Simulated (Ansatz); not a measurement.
BI3, relaxed as a singlet with RKS PBE-D4/def2-SVP in Ansatz, starting from the GFN2-xTB geometry. Force threshold 0.02 eV/Å.

In the def2 sets I takes a core potential; there is no spin–orbit coupling.

Start:

Cartesian coordinates in Å:
```
B -0.003 0.013 0.001
I 0.443 0.294 -2.040
I -1.967 -0.472 0.594
I 1.526 0.164 1.444
```

```tsv
step	energy (eV)	largest force component (eV/Å)	SCF passes
1	-24978.4450	0.449	23
2	-24978.4598	0.157	27
3	-24978.4621	0.003	25
```

Force components are those of the run's own axes.

End:

```xyz
4

B     0.000    0.000    0.000
I     0.447    0.302   -2.064
I    -1.991   -0.473    0.602
I     1.544    0.171    1.462
```

By distances, no bond broke or formed. The bond that changes most is B1–I4, from 2.11 to 2.13 Å (atoms count from 1).

No frequencies were taken in this run, so the end may be a saddle point.

It took 2 s on 4 threads of Intel Xeon 6975P-C on a shared host.
